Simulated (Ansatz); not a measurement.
H$_{2}$Cl$_{3}$NTi, charge -1, doublet, at a GFN2-xTB geometry (such geometries of metal compounds can be far from the true shape) (the multiplicity is a formal guess) (a gas-phase anion, which may not be bound at this level). Base run: B3LYP/STO-3G (Ansatz, a first-principles code).

Input for Ansatz:
Ansatz 0.2 input:
```yaml
crystal:
  periodic: [false, false, false]
  atoms:
    - {symbol: Ti, position_ang: [-0.15288169, -0.24068994, -0.02732358]}
    - {symbol: Cl, position_ang: [1.91035049, -0.29612671, -0.87734476]}
    - {symbol: Cl, position_ang: [0.11854514, 0.21846428, 2.13778267]}
    - {symbol: Cl, position_ang: [-1.19203690, 1.40776354, -1.11091908]}
    - {symbol: N, position_ang: [-1.13394003, -1.81277230, -0.20506932]}
    - {symbol: H, position_ang: [-0.84108855, -2.68133374, -0.65358968]}
    - {symbol: H, position_ang: [-2.08453266, -1.94580049, 0.14837338]}
basis:
  gaussian:
    orbitals: STO-3G
hamiltonian:
  xc: b3lyp
total_charge: -1
magnetization: {spin_polarized: true, initial_magnetization: 1}
```

The bond that is stretched is that between atoms 2 and 1. A test that says stable can miss a lower solution.

The base run was repeated with changes; each row names its change, and settings that it needs were set with it.

```tsv
change	ΔE vs base (mEh)	<S^2>	stability test says
base	0.000	0.752	minimum
spin_polarized = on; lower_state_search = off	0.000	0.752	undecided (no full test)
spin_polarized = on; lower_state_search = standard	0.000	0.752	minimum
bond × 1.25	40.016	0.752	minimum
spin_polarized = on; lower_state_search = off; bond × 1.25	40.016	0.752	undecided (no full test)
spin_polarized = on; lower_state_search = standard; bond × 1.25	40.016	0.752	minimum
bond × 1.5	90.030	0.752	minimum
spin_polarized = on; lower_state_search = off; bond × 1.5	90.030	0.752	undecided (no full test)
spin_polarized = on; lower_state_search = standard; bond × 1.5	90.030	0.752	minimum
bond × 1.8	123.2	0.753	minimum
spin_polarized = on; lower_state_search = off; bond × 1.8	123.2	0.753	undecided (no full test)
spin_polarized = on; lower_state_search = standard; bond × 1.8	123.2	0.753	minimum
bond × 2.2	137.9	0.754	minimum
spin_polarized = on; lower_state_search = off; bond × 2.2	137.9	0.754	undecided (no full test)
spin_polarized = on; lower_state_search = standard; bond × 2.2	137.9	0.754	minimum
bond × 3.0	139.4	0.753	minimum
spin_polarized = on; lower_state_search = off; bond × 3.0	139.4	0.753	undecided (no full test)
spin_polarized = on; lower_state_search = standard; bond × 3.0	139.4	0.753	minimum
```

A gas-phase anion may not be bound at this level; its values then depend on the basis.

On stretching, the SCF can end on different states; <S^2> shows the spin contamination of each.
